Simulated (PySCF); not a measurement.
Input file for PySCF: R-B3LYP/LANL2DZ on C2H8S (a complex), monomers drawn apart or pushed together.

```python
from pyscf import gto, scf, dft, mp
from pyscf.data.elements import chemcore

mol = gto.M(
    atom='''
    S     0.14783482    0.12317471   -0.19878010
    H     0.90338942    0.48977931    0.84802223
    H    -0.29284410   -0.97515933    0.43460213
    C    -0.84090246   -0.18510793    4.19344498
    C     0.68473967   -0.15014959    4.20093225
    H    -1.24007529    0.09361338    3.21657173
    H    -1.25521054    0.50850892    4.92751050
    H    -1.21558306   -1.18193246    4.43461923
    H     1.10490528   -0.85642010    3.48145915
    H     1.08466080   -0.41056349    5.18273165
    H     1.05997530    0.84428703    3.94887006
    ''',
    basis='lanl2dz',
    ecp={'S': 'lanl2dz'},
    charge=0, spin=0, verbose=3, max_memory=1800)
mf = dft.RKS(mol, xc='b3lyp')
mf.conv_tol = 1e-8
mf.max_cycle = 100
mf.kernel()
if not mf.converged:
    mf = mf.newton().run(mf.mo_coeff, mf.mo_occ)
```

Question: Predict the final total energy.

Answer: -91.1072 hartree.
